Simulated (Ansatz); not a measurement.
## From F to Br: the atomisation energy (no zero-point term)

One atom is swapped for its congeners: CBr2ClF (dibromochlorofluoromethane) `FC(Cl)(Br)Br`; CBr2Cl2 (dibromodichloromethane) `ClC(Cl)(Br)Br`; CBr3Cl (tribromochloromethane) `ClC(Br)(Br)Br`. All are singlets with charge 0.

Shapes, held fixed at every level: PBE0-D4/def2-TZVP. Programs: Ansatz 0.2.0. Values in eV.

```json
{"level": "SPW92/def2-TZVPP", "CBr2ClF": "18.23", "CBr2Cl2": "16.23", "CBr3Cl": "15.63"}
{"level": "r2SCAN-D4/def2-TZVPP", "CBr2ClF": "14.45", "CBr2Cl2": "12.82", "CBr3Cl": "12.29"}
{"level": "r2SCAN0-D4/def2-TZVPP", "CBr2ClF": "13.74", "CBr2Cl2": "12.24", "CBr3Cl": "11.71"}
{"level": "MP2/def2-TZVPP", "CBr2ClF": "14.59", "CBr2Cl2": "13.03", "CBr3Cl": "12.56"}
{"level": "CCSD(T)/def2-SVP", "CBr2ClF": "12.72", "CBr2Cl2": "11.09", "CBr3Cl": "10.59"}
{"level": "CCSD(T)/def2-TZVPP", "CBr2ClF": "13.52", "CBr2Cl2": "11.95", "CBr3Cl": "11.48"}
```

At CCSD(T)/def2-TZVPP the atomisation energy falls at every step, from 13.52 to 11.48 eV. Every level shows the same order. Relativity is left out for Br unless named. Correlated rows may include outer-core shells of Br, which these sets cover unevenly. Spin-orbit coupling, which grows down the group, is left out (summed over each molecule's free atoms 0.36, 0.38, 0.50 eV).
